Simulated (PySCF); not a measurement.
# Gas-phase XPS of N-dimethylaminodiborane, computed

N-dimethylaminodiborane, C2H11B2N.
Atom-mapped SMILES: `[H+]1[BH2-:4][N+:2]([CH3:1])([CH3:3])[BH2-:6]1`

Structure used (PBE0-D3(BJ)/def2-SVP), in Å, numbered top down from 1:
```
atom  x, y, z in Å
C1    -1.2699   -0.7558    1.0565
N2    -0.4788    0.1067    0.1784
C3    -1.3152    1.0992   -0.4973
B4     0.8779    0.6146    0.7428
H5     1.6889   -0.0669   -0.0903
B6     0.6011   -0.5961   -0.6910
H7    -1.7742   -0.1512    1.8261
H8    -0.6142   -1.4822    1.5485
H9    -2.0281   -1.2981    0.4707
H10   -0.6940    1.7232   -1.1485
H11   -2.0803    0.5958   -1.1086
H12   -1.8130    1.7422    0.2450
H13    1.1594    0.1752    1.8331
H14    1.1188    1.7713    0.4881
H15    0.7133   -1.7811   -0.4820
H16    0.6756   -0.1808   -1.8236
```

Computed, not measured: delta-SCF UKS SCAN, pcX-2 on the ionised atom, pcseg-1 elsewhere, spin-free X2C (PySCF). Binding energies are ΔSCF values: E(core-ionised, relaxed orbitals) − E(ground state) at a fixed geometry, referred to the vacuum level.

Question: Give the core binding energies atom by atom.

Answer: 
| atom(s) | environment | level | binding energy (eV) | count |
| --- | --- | --- | --- | --- |
| N2 | nitrogen bonded to 2 B and 2 C | N 1s | 406.33 | 1 |
| C1/C3 | carbon bonded to N and 3 H | C 1s | 292.04 | 2 |
| B4/B6 | boron bonded to N and 3 H | B 1s | 195.20 | 2 |

Question: What is the longest wavelength that can ionise C 1s of C1/C3 vertically?

Answer: λ = hc/E = 12398.42 eV Å / 292.04 eV = 42.455 Å.

Question: Give the binding energy of C 1s of C1/C3 in hartree and in kJ/mol.

Answer: 292.04 eV = 10.7323 Eh = 28178 kJ/mol.

The first atom of each set that the bonding makes equivalent was ionised and stands for the set. The structure is a single PBE0-D3(BJ)/def2-SVP conformer in the gas phase; no vibrational or solvent corrections.
